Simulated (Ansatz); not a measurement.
Method: B3LYP-D3(BJ)/def2-TZVP (Ansatz, an electronic-structure program). No frequencies were computed at this level.

Ansatz 0.2 input:
```yaml
crystal:
  periodic: [false, false, false]
  atoms:
    - { symbol: B, position_ang: [-0.771335, 0.041247, -0.023617] }
    - { symbol: C, position_ang: [0.751987, 0.095466, -0.133045] }
    - { symbol: O, position_ang: [1.661286, 0.595015, -0.733713] }
    - { symbol: H, position_ang: [-1.299436, 0.724635, 0.759299] }
    - { symbol: H, position_ang: [-1.340504, -0.811632, -0.577395] }
    - { symbol: H, position_ang: [0.998004, -0.644732, 0.708471] }
basis:
  gaussian: { orbitals: def2-tzvp }
hamiltonian:
  xc: b3lyp
  dispersion: d3bj
relax:
  max_steps: 150
```

Output:

```
Functional definition: B3LYP
632 factors; their error is unknown
mean field evaluation 1: about -3805.6271 eV, gradient 4.3e1 eV
mean field evaluation 2: about -3798.5898 eV, gradient 7.5e1 eV
mean field evaluation 4: about -3809.2136 eV, gradient 3.4e0 eV
mean field evaluation 8: about -3809.2393 eV, gradient 3.0e-1 eV
mean field -3809.23941461 eV, -139.9869664918 hartree, gradient 3.2e-5 eV, S^2 0.000000; 0 other end points of the search recorded, 0 dependent functions left out
reference -3809.23963678 eV, -139.9869746565 hartree; 11, 11 occupied and 100, 100 virtual orbitals, 632 factors
relax step   1: F+E_penalty+E_count = -3809.36284008 eV  Δ(F+E_penalty+E_count) = +0.000e0 eV  max|allowed force component| = 4.943e-1 eV/Å  Δτ_max = 0.0000 Å  (26 SCF iters, accepted)
these checks for a lower state are left out or cut short: starts, cluster_reference, orbital_swaps, neighbouring_geometries, increment
632 factors; their error is unknown
mean field evaluation 16: about -3809.2332 eV, gradient 2.6e0 eV
mean field -3809.24973317 eV, -139.9873456917 hartree, gradient 9.1e-6 eV, S^2 0.000000; 0 other end points of the search recorded, 0 dependent functions left out
reference -3809.24995548 eV, -139.9873538614 hartree; 11, 11 occupied and 100, 100 virtual orbitals, 632 factors
relax step   2: F+E_penalty+E_count = -3809.37305632 eV  Δ(F+E_penalty+E_count) = -1.022e-2 eV  max|allowed force component| = 2.707e-1 eV/Å  Δτ_max = 0.0508 Å  (33 SCF iters, accepted)
these checks for a lower state are left out or cut short: starts, cluster_reference, orbital_swaps, neighbouring_geometries, increment
632 factors; their error is unknown
mean field -3809.25955307 eV, -139.9877065665 hartree, gradient 2.3e-5 eV, S^2 0.000000; 0 other end points of the search recorded, 0 dependent functions left out
reference -3809.25977541 eV, -139.9877147373 hartree; 11, 11 occupied and 100, 100 virtual orbitals, 632 factors
relax step   3: F+E_penalty+E_count = -3809.38268500 eV  Δ(F+E_penalty+E_count) = -9.629e-3 eV  max|allowed force component| = 8.226e-2 eV/Å  Δτ_max = 0.0287 Å  (31 SCF iters, accepted)
these checks for a lower state are left out or cut short: starts, cluster_reference, orbital_swaps, neighbouring_geometries, increment
632 factors; their error is unknown
mean field evaluation 32: about -3809.2600 eV, gradient 3.0e-1 eV
mean field -3809.26016176 eV, -139.9877289353 hartree, gradient 2.5e-5 eV, S^2 0.000000; 0 other end points of the search recorded, 0 dependent functions left out
reference -3809.26038409 eV, -139.9877371057 hartree; 11, 11 occupied and 100, 100 virtual orbitals, 632 factors
relax step   4: F+E_penalty+E_count = -3809.38327308 eV  Δ(F+E_penalty+E_count) = -5.881e-4 eV  max|allowed force component| = 6.230e-2 eV/Å  Δτ_max = 0.0059 Å  (33 SCF iters, accepted)
these checks for a lower state are left out or cut short: starts, cluster_reference, orbital_swaps, neighbouring_geometries, increment
632 factors; their error is unknown
mean field -3809.26264107 eV, -139.9878200485 hartree, gradient 1.3e-5 eV, S^2 0.000000; 0 other end points of the search recorded, 0 dependent functions left out
reference -3809.26286330 eV, -139.9878282153 hartree; 11, 11 occupied and 100, 100 virtual orbitals, 632 factors
relax step   5: F+E_penalty+E_count = -3809.38564209 eV  Δ(F+E_penalty+E_count) = -2.369e-3 eV  max|allowed force component| = 2.728e-1 eV/Å  Δτ_max = 0.0348 Å  (31 SCF iters, accepted)
these checks for a lower state are left out or cut short: starts, cluster_reference, orbital_swaps, neighbouring_geometries, increment
632 factors; their error is unknown
mean field -3809.26589035 eV, -139.9879394571 hartree, gradient 1.5e-5 eV, S^2 0.000000; 0 other end points of the search recorded, 0 dependent functions left out
reference -3809.26611192 eV, -139.9879475997 hartree; 11, 11 occupied and 100, 100 virtual orbitals, 632 factors
relax step   6: F+E_penalty+E_count = -3809.38861593 eV  Δ(F+E_penalty+E_count) = -2.974e-3 eV  max|allowed force component| = 5.046e-1 eV/Å  Δτ_max = 0.0771 Å  (31 SCF iters, accepted)
these checks for a lower state are left out or cut short: starts, cluster_reference, orbital_swaps, neighbouring_geometries, increment
632 factors; their error is unknown
mean field -3809.27084486 eV, -139.9881215322 hartree, gradient 1.3e-5 eV, S^2 0.000000; 0 other end points of the search recorded, 0 dependent functions left out
reference -3809.27106569 eV, -139.9881296475 hartree; 11, 11 occupied and 100, 100 virtual orbitals, 632 factors
relax step   7: F+E_penalty+E_count = -3809.39332097 eV  Δ(F+E_penalty+E_count) = -4.705e-3 eV  max|allowed force component| = 6.015e-1 eV/Å  Δτ_max = 0.0706 Å  (32 SCF iters, accepted)
these checks for a lower state are left out or cut short: starts, cluster_reference, orbital_swaps, neighbouring_geometries, increment
632 factors; their error is unknown
mean field evaluation 64: about -3809.2970 eV, gradient 9.7e-6 eV
mean field -3809.29701769 eV, -139.9890833660 hartree, gradient 9.8e-6 eV, S^2 0.000000; 0 other end points of the search recorded, 0 dependent functions left out
reference -3809.29724141 eV, -139.9890915876 hartree; 11, 11 occupied and 100, 100 virtual orbitals, 632 factors
relax step   8: F+E_penalty+E_count = -3809.41963340 eV  Δ(F+E_penalty+E_count) = -2.631e-2 eV  max|allowed force component| = 7.447e-1 eV/Å  Δτ_max = 0.0774 Å  (38 SCF iters, accepted)
these checks for a lower state are left out or cut short: starts, cluster_reference, orbital_swaps, neighbouring_geometries, increment
632 factors; their error is unknown
mean field -3809.27913003 eV, -139.9884260066 hartree, gradient 1.3e-5 eV, S^2 0.000000; 0 other end points of the search recorded, 0 dependent functions left out
reference -3809.27935476 eV, -139.9884342651 hartree; 11, 11 occupied and 100, 100 virtual orbitals, 632 factors
relax step   9: F+E_penalty+E_count = -3809.40205195 eV  Δ(F+E_penalty+E_count) = +1.758e-2 eV  max|allowed force component| = 1.705e0 eV/Å  Δτ_max = 0.1768 Å  (36 SCF iters, rejected (line search))
these checks for a lower state are left out or cut short: starts, cluster_reference, orbital_swaps, neighbouring_geometries, increment
632 factors; their error is unknown
mean field -3809.32861135 eV, -139.9902444116 hartree, gradient 1.1e-5 eV, S^2 0.000000; 0 other end points of the search recorded, 0 dependent functions left out
reference -3809.32883615 eV, -139.9902526728 hartree; 11, 11 occupied and 100, 100 virtual orbitals, 632 factors
relax step  10: F+E_penalty+E_count = -3809.45169818 eV  Δ(F+E_penalty+E_count) = -3.206e-2 eV  max|allowed force component| = 3.587e-1 eV/Å  Δτ_max = 0.0884 Å  (38 SCF iters, accepted)
these checks for a lower state are left out or cut short: starts, cluster_reference, orbital_swaps, neighbouring_geometries, increment
632 factors; their error is unknown
mean field -3809.34273694 eV, -139.9907635172 hartree, gradient 9.8e-6 eV, S^2 0.000000; 0 other end points of the search recorded, 0 dependent functions left out
reference -3809.34296141 eV, -139.9907717666 hartree; 11, 11 occupied and 100, 100 virtual orbitals, 632 factors
relax step  11: F+E_penalty+E_count = -3809.46647105 eV  Δ(F+E_penalty+E_count) = -1.477e-2 eV  max|allowed force component| = 3.253e-1 eV/Å  Δτ_max = 0.0900 Å  (32 SCF iters, accepted)
these checks for a lower state are left out or cut short: starts, cluster_reference, orbital_swaps, neighbouring_geometries, increment
632 factors; their error is unknown
mean field -3809.33414304 eV, -139.9904476973 hartree, gradient 2.6e-5 eV, S^2 0.000000; 0 other end points of the search recorded, 0 dependent functions left out
reference -3809.33436726 eV, -139.9904559371 hartree; 11, 11 occupied and 100, 100 virtual orbitals, 632 factors
relax step  12: F+E_penalty+E_count = -3809.45827156 eV  Δ(F+E_penalty+E_count) = +8.199e-3 eV  max|allowed force component| = 5.511e-1 eV/Å  Δτ_max = 0.0759 Å  (30 SCF iters, rejected (line search))
these checks for a lower state are left out or cut short: starts, cluster_reference, orbital_swaps, neighbouring_geometries, increment
632 factors; their error is unknown
mean field evaluation 96: about -3809.3285 eV, gradient 2.6e0 eV
mean field -3809.34736463 eV, -139.9909335818 hartree, gradient 1.3e-5 eV, S^2 0.000000; 0 other end points of the search recorded, 0 dependent functions left out
reference -3809.34758875 eV, -139.9909418181 hartree; 11, 11 occupied and 100, 100 virtual orbitals, 632 factors
relax step  13: F+E_penalty+E_count = -3809.47134523 eV  Δ(F+E_penalty+E_count) = -4.874e-3 eV  max|allowed force component| = 1.279e-1 eV/Å  Δτ_max = 0.0379 Å  (33 SCF iters, accepted)
these checks for a lower state are left out or cut short: starts, cluster_reference, orbital_swaps, neighbouring_geometries, increment
632 factors; their error is unknown
mean field -3809.34880024 eV, -139.9909863393 hartree, gradient 1.4e-5 eV, S^2 0.000000; 0 other end points of the search recorded, 0 dependent functions left out
reference -3809.34902402 eV, -139.9909945631 hartree; 11, 11 occupied and 100, 100 virtual orbitals, 632 factors
relax step  14: F+E_penalty+E_count = -3809.47303723 eV  Δ(F+E_penalty+E_count) = -1.692e-3 eV  max|allowed force component| = 3.307e-2 eV/Å  Δτ_max = 0.0343 Å  (32 SCF iters, accepted)
these checks for a lower state are left out or cut short: starts, cluster_reference, orbital_swaps, neighbouring_geometries, increment
632 factors; their error is unknown
mean field -3809.34885677 eV, -139.9909884170 hartree, gradient 1.4e-5 eV, S^2 0.000000; 0 other end points of the search recorded, 0 dependent functions left out
reference -3809.34908053 eV, -139.9909966399 hartree; 11, 11 occupied and 100, 100 virtual orbitals, 632 factors
relax step  15: F+E_penalty+E_count = -3809.47318530 eV  Δ(F+E_penalty+E_count) = -1.481e-4 eV  max|allowed force component| = 1.117e-2 eV/Å  Δτ_max = 0.0098 Å  (33 SCF iters, accepted)
these checks for a lower state are left out or cut short: starts, cluster_reference, orbital_swaps, neighbouring_geometries, increment
632 factors; their error is unknown
mean field -3809.34885341 eV, -139.9909882933 hartree, gradient 1.4e-5 eV, S^2 0.000000; 0 other end points of the search recorded, 0 dependent functions left out
reference -3809.34907720 eV, -139.9909965175 hartree; 11, 11 occupied and 100, 100 virtual orbitals, 632 factors
relax step  16: F+E_penalty+E_count = -3809.47316823 eV  Δ(F+E_penalty+E_count) = +1.707e-5 eV  max|allowed force component| = 2.016e-2 eV/Å  Δτ_max = 0.0037 Å  (33 SCF iters, rejected (line search))
these checks for a lower state are left out or cut short: starts, cluster_reference, orbital_swaps, neighbouring_geometries, increment
632 factors; their error is unknown
mean field evaluation 128: about -3809.3489 eV, gradient 5.1e-3 eV
mean field -3809.34886919 eV, -139.9909888734 hartree, gradient 1.4e-5 eV, S^2 0.000000; 0 other end points of the search recorded, 0 dependent functions left out
reference -3809.34909296 eV, -139.9909970967 hartree; 11, 11 occupied and 100, 100 virtual orbitals, 632 factors
relax step  17: F+E_penalty+E_count = -3809.47319806 eV  Δ(F+E_penalty+E_count) = -1.276e-5 eV  max|allowed force component| = 2.844e-3 eV/Å  Δτ_max = 0.0018 Å  (34 SCF iters, accepted)
632 factors; their error is unknown
mean field -3809.34886919 eV, -139.9909888734 hartree, gradient 1.4e-5 eV, S^2 0.000000; 1 other end points of the search recorded, 0 dependent functions left out
reference -3809.34909296 eV, -139.9909970967 hartree; 11, 11 occupied and 100, 100 virtual orbitals, 632 factors
Total energy: -3809.47342183 eV, -139.9955660983 hartree
Atom 0 at    -0.773524     0.006390     0.016184 Å, force    -0.000045    -0.000340     0.000228 eV/Å
Atom 1 at     0.774831    -0.114381     0.107785 Å, force     0.002844     0.000272    -0.000278 eV/Å
Atom 2 at     1.244516     0.618882    -0.748484 Å, force    -0.001068     0.000123    -0.000025 eV/Å
Atom 3 at    -1.320141     0.879907     0.608282 Å, force    -0.000462     0.000208    -0.000231 eV/Å
Atom 4 at    -1.361409    -0.682888    -0.753027 Å, force    -0.000647     0.000173    -0.000183 eV/Å
Atom 5 at     1.435729    -0.707912     0.769260 Å, force    -0.000623    -0.000436     0.000489 eV/Å
Dipole moment:    -0.151689    -0.294791     0.343116 e Å
```

Cost: roughly 28 core-seconds.
